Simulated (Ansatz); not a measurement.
Computed with Ansatz on PBE0-D4/def2-TZVP structures; ΔE is electronic, products minus reactants. CBS: MP2 limit from def2 TZ/QZ plus the TZ coupled-cluster correction, frozen cores. Functionals use def2-TZVPP. B3LYP here is the variant with VWN-RPA as its local correlation; programs differ in this. For Ge outer-core shells are correlated without core-valence functions, which leaves a few kJ/mol of doubt a bond. Scalar relativity is left out up to krypton. Each species was taken in one conformer, which may not be the lowest.

Reaction (formal exchange of groups at a C–N bond): `C[NH][GeH]([Cl])[O]C` + `CC(C)Cl` → `CC(C)(C)Cl` + `C[O][GeH]([NH2])[Cl]`

```csv
level,ΔE (kJ/mol),difference from CCSD(T)/CBS
r2SCAN-D4,-50.6,1.0
PBE0-D4,-46.2,5.4
B3LYP-D4,-42.9,8.7
HF/def2-TZVPP,-41.4,10.2
MP2/def2-TZVPP,-55.6,-4.0
CCSD/def2-TZVPP,-49.6,2.0
CCSD(T)/def2-TZVPP,-51.1,0.5
SCS-MP2/def2-QZVPP,-51.4,0.2
MP2/CBS(def2),-56.0,-4.4
CCSD/CBS(def2),-50.0,1.6
CCSD(T)/CBS,-51.6,0
```

Largest T1 diagnostic among the species: 0.011.

In def2-TZVPP, CCSD(T) changes the Hartree–Fock value by −9.7 kJ/mol (the triples alone add −1.5 kJ/mol) and MP2 by −14.2 kJ/mol.
